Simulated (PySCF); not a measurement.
## PmO(OH) at several levels of theory

Computed with PySCF 2.14.0 (density fitting, no spin-orbit coupling) at the geometry relaxed with PBE0:

```xyz
4
PmO(OH) (singlet in the valence; each metal's 4f electrons, 4 of them, lie in its core potential, out of spins and levels)
Pm   -0.0012   -0.0446   -0.4551
O     1.2566    0.0335    0.9269
O    -1.9647    0.0214    0.3399
H    -2.4043    0.0782    1.1915
```

```tsv
level	basis	state	HOMO (eV)	gap (eV)	charge on Pm1 (e)	population of f-type functions on Pm1 (polarisation alone where 4f lies in the core)	dipole about the centre of mass (D)	largest force component (eV/Å)
PBE0	Pm lcecp-1-SVP with ECP50, O def2-SVP, H def2-SVP	singlet	-6.24	4.45	0.81	0.11	6.03	0.02
PBE0	Pm lcecp-1-TZVP with ECP50, O def2-TZVP, H def2-TZVP	singlet	-6.25	4.45	1.23	0.10	6.30	0.27
```

In the lcecp rows the 4f levels are missing from HOMO and gap, and the state counts the valence alone.

Charges are Mulliken's, which hang on the basis. The relaxation used the grid (50, 194), these runs (75, 302) or, all-electron (x2c bases, spin-free X2C Hamiltonian), (99, 590).

**Question.** A further run in the first row's basis gives HOMO (eV) -8.47, gap (eV) 8.37, charge on Pm1 (e) 0.82, population of f-type functions on Pm1 (polarisation alone where 4f lies in the core) 0.12, dipole about the centre of mass (D) 6.46, largest force component (eV/Å) 0.28. Which level was it?
A. CAM-B3LYP
B. wB97X

**Answer.** B. The others give HOMO -7.55 eV (CAM-B3LYP).

In the first row's basis the gap widens with exact exchange: 4.4 eV for PBE0 (a fixed share); 6.3 to 8.4 eV for CAM-B3LYP, wB97X (rising or full at long range).

An lcecp potential fixes the number of 4f electrons, so in runs with it no electron can move into or out of that shell.
